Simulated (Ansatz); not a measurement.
Reaction (isomerisation): `C=CN[SiH2]S` → `C/N=C\[SiH2]S`

Computed with Ansatz on PBE0-D4/def2-TZVP structures; ΔE is electronic, products minus reactants. CCSD(T)/CBS is the MP2 limit (def2-TZVPP, def2-QZVPP) plus CCSD(T) − MP2 in def2-TZVPP, frozen cores. DFT in def2-TZVPP. B3LYP here is the variant with VWN-RPA as its local correlation; programs differ in this. Each species was taken in one conformer, which may not be the lowest.

```
         level  ΔE (kcal/mol)  difference from CCSD(T)/CBS
       PBE0-D4           25.1                         -0.4
      B3LYP-D4           25.3                         -0.2
       ωB97X-V           24.6                         -0.9
       ωB97M-V           25.6                          0.1
           PBE           23.7                         -1.8
        r2SCAN           25.7                          0.2
 HF/def2-TZVPP           27.7                          2.2
MP2/def2-TZVPP           26.2                          0.7
 MP2/CBS(def2)           27.3                          1.8
CCSD/CBS(def2)           26.2                          0.7
   CCSD(T)/CBS           25.5                            0
```

Largest T1 diagnostic among the species: 0.012.

From PBE to PBE0 (25 % exact exchange), in def2-TZVPP and without D4, ΔE moves by +1.7 kcal/mol. In def2-TZVPP, CCSD(T) changes the Hartree–Fock value by −3.3 kcal/mol (the triples alone add −0.7 kcal/mol) and MP2 by −1.5 kcal/mol.
